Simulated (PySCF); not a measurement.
Compound: C2H5NSSi.
SMILES with atom numbers: `[N:1]#[C:2][CH2:3][S:4][SiH3:5]` (hydrogens: H6, H7 on C3; H8, H9, H10 on Si5)

Method: PySCF, PBE0-D3(BJ)/def2-SVP geometry optimisation, gas phase; density fitting, grid level 1; the optimiser is geomeTRIC in internal coordinates, started from a GFN2-xTB structure.

Step 0: E = -22338.1765 eV
```
atom  x, y, z in Å  |  force x, y, z in eV/Å
N1     -1.5388    1.7560   -1.1280   -0.116   1.650  -0.870
C2     -1.4772    0.7572   -0.5744   -0.157  -0.887   0.534
C3     -1.3447   -0.4939    0.1092    0.744  -0.424  -0.026
S4      0.1810   -1.3713   -0.4343   -0.123  -0.356  -0.099
Si5     1.7062    0.0332    0.1505   -0.903  -0.485  -0.128
H6     -1.3004   -0.3406    1.1889   -0.168   0.026   0.320
H7     -2.1755   -1.1545   -0.1417   -0.252  -0.192   0.031
H8      2.9184   -0.7212   -0.1046    0.724  -0.246  -0.100
H9      1.4811    0.3051    1.5671    0.102   0.263   0.646
H10     1.5588    1.2347   -0.6552    0.148   0.652  -0.308
```

**Question.** Estimate the geometry and energy of step 1. (The exact step hangs on the optimiser's Hessian estimate; all steps are aligned on step 0, rigid shifts and turns removed.)

**Answer.** E = -22338.2774 eV, largest force 0.206 eV/Å
```
atom  x, y, z in Å  |  force x, y, z in eV/Å
N1     -1.6209    1.7866   -1.1470   -0.039   0.046  -0.009
C2     -1.5152    0.7708   -0.6031    0.082  -0.060  -0.039
C3     -1.3267   -0.4954    0.0859   -0.166  -0.068   0.101
S4      0.1667   -1.4215   -0.4312    0.032   0.105   0.003
Si5     1.6833   -0.0080    0.1618    0.073  -0.004  -0.045
H6     -1.3139   -0.3198    1.1751   -0.008  -0.019  -0.057
H7     -2.1808   -1.1582   -0.1317    0.050   0.043   0.026
H8      2.9610   -0.7178   -0.1182    0.018  -0.011   0.021
H9      1.5562    0.3153    1.6148   -0.023  -0.025   0.003
H10     1.5991    1.2525   -0.6289   -0.020  -0.006  -0.003
```

The energy changes by -0.1009 eV. The first-order estimate −F·Δx gives -0.2111 eV and the mean of the old and new forces, exact on a quadratic surface, -0.0990 eV. The step makes an angle of 65° with the force vector and moves no atom by more than 0.090 Å.

The cost below is that of the whole optimisation. On x86-64 server, one thread, shared host, this took 11 s of wall time.
